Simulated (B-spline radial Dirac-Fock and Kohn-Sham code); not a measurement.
**Satellites and hypersatellites of the K lines of Sn⁴⁺**

System: Sn⁴⁺, configuration [Kr] 4d10, inside a Watson sphere of charge -4 and radius 2.7 Å (a model of the Madelung potential; inside it an electron's potential energy is raised by 21.3 eV).

Input of the calculation (task.json; shells as n, l, electrons):

```json
{"items": [{
  "Z": 50,
  "q": 4,
  "cfg": [[1, 0, 2], [2, 0, 2], [2, 1, 6], [3, 0, 2], [3, 1, 6], [3, 2, 10], [4, 0, 2], [4, 1, 6], [4, 2, 10]],
  "A": 120,
  "rrms": 4.6519,
  "watson": [-4, 2.7],
  "do": ["binding", "quiet", "double"]
}]}
```

Run with: `python xray_run.py task.json out`

Calculated with a radial finite-basis atomic code, using relaxed Dirac-Fock hole states (ΔSCF) with Breit and QED corrections and a finite nucleus. Each two-hole energy is an average over J within one jj subconfiguration, not an observable level; in light atoms, where LS coupling holds, the j-resolved values are not observed lines, and for a K spectator the Kα1 hypersatellite is nearly forbidden. Correlation energy is missing from these numbers.

Lines without a spectator: Kα2 (K-L2) 25042.5 eV, Kα1 (K-L3) 25270.0 eV, Kβ3 (K-M2) 28440.4 eV, Kβ1 (K-M3) 28482.9 eV. Shifts in eV with one spectator hole (a dash: not computed, or left out as unreliable):

| spectator hole | Kα2 | Kα1 | Kβ3 | Kβ1 |
| --- | --- | --- | --- | --- |
| L2 (2p1/2) | +63.8 | +80.5 | – | +170.0 |
| L3 (2p3/2) | +62.1 | +62.4 | +150.2 | – |
| M2 (3p1/2) | – | +9.41 | +20.94 | +25.40 |
| M3 (3p3/2) | +6.93 | – | +21.50 | +20.95 |
| M4 (3d3/2) | +1.34 | -1.31 | – | – |
| M5 (3d5/2) | -1.80 | +0.15 | – | – |

Question: Where does the K-L3 hypersatellite lie, emitted when both K electrons are missing?

Answer: +595.1 eV from the normal line, at 25865.1 eV. Removing both K electrons costs 59269.6 eV, which is 805.4 eV more than twice the K binding energy.

With n spectator holes in 2p, averaged over the 2p shell (energies in eV):

```csv
n,KαLⁿ,step,hypersatellite KαʰLⁿ
0,25194.1,–,25783.1
1,25261.4,+67.3,25851.8
2,25330.0,+68.5,25921.9
3,25399.8,+69.8,25993.2
4,25470.9,+71.1,26065.7
5,25543.3,+72.4,26139.6
```
